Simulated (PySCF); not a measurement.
# Krypton: highly charged ions in a basis for the neutral atom

Kr¹¹⁺ [Ar] 3d7, Kr¹²⁺ [Ar] 3d6. Computed with PySCF 2.14 in cc-pVTZ-PP with ECP10MDF, with scalar relativity through the core potential. No spin-orbit coupling, so a gap to NIST mixes the basis error with missing relativistic terms.

Changed run: basis of the neutral atom used for a highly charged ion. This setting is unsound on purpose.

```csv
species,method,sound run (hartree),changed run (hartree),converged
Kr¹¹⁺,UHF,not run,-413.93519,yes
Kr¹¹⁺,B3LYP,not run,-414.72143,yes
Kr¹¹⁺,M06-L,not run,-414.96782,yes
Kr¹²⁺,UHF,not run,-400.76561,yes
Kr¹²⁺,B3LYP,not run,-401.45207,yes
Kr¹²⁺,M06-L,not run,-401.69413,yes
```

Ionisation energy of Kr¹¹⁺:

| method | changed run (eV) | NIST (eV) |
| --- | --- | --- |
| UHF | 358.36 | 350 ± 3 |
| B3LYP | 361.08 | 350 ± 3 |
| M06-L | 361.20 | 350 ± 3 |

The contracted functions were made for the neutral atom and can be too rigid for a highly charged ion.
